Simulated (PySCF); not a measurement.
HTaO2: from structure and modes to constants

Computed with PBE0 in PySCF with Ta def2-TZVP with ECP60, O def2-TZVP, H def2-TZVP; scalar-relativistic core potentials, no spin–orbit coupling; density-fitted integrals.

The singlet minimum has Cs symmetry. Masses (u): Ta 180.94800, O 15.99492, H 1.00782.

```xyz
4
charge 0 multiplicity 1, angstrom
Ta    0.1005    0.0000   -0.1149
O    -0.6229    1.3734    0.6307
O    -0.6229   -1.3734    0.6307
H     1.7134    0.0000    0.6358
```

Harmonic wavenumbers (cm⁻¹): 337.8 (a', ×1), 488.6 (a', ×1), 650.6 (a'', ×1), 959.9 (a'', ×1), 1025.1 (a', ×1), 1870.3 (a', ×1).

Find the principal moments of inertia and the rotational constants. What kind of rotor is it?

About the centre of mass I = 32.718, 63.112, 90.281 u Å². With B = 16.8576/I this gives 0.5152, 0.2671, 0.1867 cm⁻¹. The molecule is an asymmetric top with κ = -0.51.

What is the harmonic zero-point energy?

Half the sum of all 6 wavenumbers, 5332/2 = 2666 cm⁻¹, which is 31.9 kJ/mol (1 cm⁻¹ = 0.0119627 kJ/mol).

Find the vibrational entropy and heat capacity at 298.15 K.

With u = 1.43878 ω/T, each mode gives S = R[u/(eᵘ−1) − ln(1−e⁻ᵘ)] and C = R u² eᵘ/(eᵘ−1)².
| ω (cm⁻¹) | u | S (J/(mol K)) | C (J/(mol K)) |
| --- | --- | --- | --- |
| 337.8 | 1.630 | 5.11 | 6.69 |
| 488.6 | 2.358 | 2.88 | 5.34 |
| 650.6 | 3.139 | 1.55 | 3.88 |
| 959.9 | 4.632 | 0.46 | 1.77 |
| 1025.1 | 4.947 | 0.35 | 1.47 |
| 1870.3 | 9.025 | 0.01 | 0.08 |
The sums over all modes are S = 10.4 and C = 19.2 J/(mol K); the softest mode gives 49 % of the entropy.

Give the standard entropy (298.15 K, 1 bar) by its translational, rotational, vibrational and spin parts, and Cp.

Sackur–Tetrode with M = 213.95 u gives 175.8; rotation with symmetry number 1 gives 99.0; vibration 10.4; spin R ln 1 = 0.0. The total is 285.1 J/(mol K), and Cp = 4 R + 19.2 = 52.5 J/(mol K).

Stability towards spin polarisation was not tested. This need not be the most stable arrangement of these atoms. No spin–orbit coupling is included, which matters more the heavier the element.
